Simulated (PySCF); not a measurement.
Computed vibrations of [NdH4]−

[NdH4]− (singlet in the valence; each metal's 4f electrons, 3 of them, lie in its core potential, out of spins and levels). PySCF 2.14.0, RKS PBE0, Nd lcecp-1-SVP with ECP49, H def2-SVP; non-relativistic Hamiltonian with scalar-relativistic core potentials where named; density fitting; no spin-orbit coupling. Central differences of gradients.

```xyz
5

Nd    0.0000    0.0000    0.0000
H     1.2413    1.2413    1.2413
H    -1.2413   -1.2413    1.2413
H     1.2413   -1.2413   -1.2413
H    -1.2413    1.2413   -1.2413
```

Run from Python with OMP_NUM_THREADS=2. Where DIIS fails, smearing, a level shift and second-order steps follow.
It took 5 s on 2 threads of Arm Neoverse V1, on a shared host.

Problem. What are the harmonic wavenumbers and infrared intensities?

Solution. Modes are labelled in Td; negative numbers are unstable modes, those under 60 cm⁻¹ near the noise; a finer grid moves soft modes by up to 10 cm⁻¹.
```json
{"cm⁻¹": "446", "km/mol": "415.1", "symmetry": "t2"}
{"cm⁻¹": "446", "km/mol": "415.1", "symmetry": "t2"}
{"cm⁻¹": "446", "km/mol": "415.1", "symmetry": "t2"}
{"cm⁻¹": "499", "km/mol": "0.0", "symmetry": "e"}
{"cm⁻¹": "499", "km/mol": "0.0", "symmetry": "e"}
{"cm⁻¹": "1198", "km/mol": "1198.7", "symmetry": "t2"}
{"cm⁻¹": "1198", "km/mol": "1198.7", "symmetry": "t2"}
{"cm⁻¹": "1198", "km/mol": "1198.7", "symmetry": "t2"}
{"cm⁻¹": "1302", "km/mol": "0.0", "symmetry": "a1"}
```

Problem. Is this a minimum?

Solution. Yes. Ideal gas at 298.15 K and 1 bar: S = 258.1 J/(mol K), Cp = 64.1 J/(mol K), H − H(0 K) = 13.4 kJ/mol (rigid rotor, harmonic modes, spin degeneracy alone, that of the 4f electrons in the core included).

An lcecp potential fixes the number of 4f electrons, so in runs with it no electron can move into or out of that shell.
